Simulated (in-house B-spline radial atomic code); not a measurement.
Results of a calculation; reference values are marked as such.
## Softness against transferability: the 4p channel of Tc

Tc, [Kr] 4d5 5s2, non-relativistic PBE, spherical and spin-unpolarised, from a B-spline radial code for spherical atoms (atomic units). The all-electron 4p level is ε = -1.641301 hartree, its outermost node lies just inside 0.52 bohr and its outer maximum at 1.03 bohr.

Troullier-Martins pseudo-orbitals are made for several radii. The cutoffs (hartree) are the plane-wave energies beyond which the orbital holds less than the named kinetic energy per electron. The phase error is the difference, pseudo minus all-electron, of arctan(R P'/P) at R = 1.75 bohr for all radii, half a hartree below and above the level.

```
r_c (bohr)  V_l(0) (hartree)  cutoff for 10 mEh  for 1 mEh  for 0.1 mEh  phase error at ε − 0.5 (mrad)  at ε + 0.5 (mrad)
      0.77            -70.62                184        261          392                           -8.2               -2.6
       0.9            -19.74               59.2        111          198                           -3.2               -0.8
      1.03             -2.61               23.4         52         92.5                           -2.2               -0.5
      1.17             -0.75               24.5       47.2         66.4                           -1.9               -0.5
       1.3             -2.26               22.3         33         59.2                           -2.7               -0.7
      1.45             -3.92               17.8       26.5         48.4                           -5.0               -1.2
```

(1) Which radius needs the lowest cutoff for 0.1 mEh while both phase errors stay within 3.3 mrad?

(2) What does the larger radius buy, and what does it cost?

## Answers

(1) The radii within that limit are 0.9, 1.03, 1.17, 1.3 bohr; of these r_c = 1.3 needs the least, 59.2 hartree, that is 118 Ry or 1611 eV.

(2) From r_c = 0.77 to 1.45 bohr the cutoff for 1 mEh goes from 261 to 26.5 hartree, a factor of 9.85, against 3.55 for a pure 1/r_c² scaling, end to end; step by step it is 261, 111, 52, 47.2, 33, 26.5, and for 0.1 mEh 392, 198, 92.5, 66.4, 59.2, 48.4; the number of plane waves goes as the cutoff to the power 3/2, here a factor of 30.9. The larger of the two phase errors is least at r_c = 1.17 bohr, 1.9 mrad; it is 8.2 at the smallest radius and 5.0 at the largest. These errors test the reference atom alone. The smallest radius lies well inside the outer maximum, where the nodeless form must bend sharply to keep the norm, so it is both harder and scatters less well than the next. Large radii also let the cores of neighbours overlap, which an atom doesn't show.
